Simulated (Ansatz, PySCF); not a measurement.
Molecule: PbS (charge 0, singlet). 
Geometry from a B3LYP-D3(BJ)/def2-TZVP (Ansatz, a first-principles code) optimisation:
SMILES: [S]=[Pb]
```xyz
2

Pb     0.0000     0.0000    -0.3764
S      0.0000     0.0000     1.9291
```

Dipole moments at this geometry, in debye (magnitudes).

| level | program | dipole (D) |
|---|---|---|
| HF/def2-TZVPD | PySCF | 5.21 |
| SVWN5/def2-TZVPD | PySCF | 3.73 |
| BLYP/def2-TZVPD | Ansatz | 3.82 |
| TPSSh/def2-TZVPD | PySCF | 4.20 |
| CCSD(T)/def2-SVPD | Ansatz | 3.89 |
